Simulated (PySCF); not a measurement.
```xyz
4
charge 0 multiplicity 1, angstrom
Ta   -0.0263    0.0000   -0.1364
O    -0.8810    1.3867    0.4413
O    -0.8810   -1.3867    0.4413
F     1.7342    0.0000    0.5550
```

Method: PBE0 in PySCF with Ta def2-TZVP with ECP60, O def2-TZVP, F def2-TZVP; scalar-relativistic core potentials, no spin–orbit coupling; density-fitted integrals.

This geometry of TaO₂F is a stationary point at this level.

(1) What is the point group?

(2) Is it a minimum?

(3) What are the dipole moment and the gap between the highest occupied and lowest empty levels?

(4) What is the atomisation energy, with and without zero-point energy?

Answers

(1) Cs.

(2) Yes: all harmonic wavenumbers are real.

(3) 5.94 D and 4.21 eV.

(4) 1976 kJ/mol without, 1956 kJ/mol with.

This need not be the most stable arrangement of these atoms. No spin–orbit coupling is included, which matters more the heavier the element.
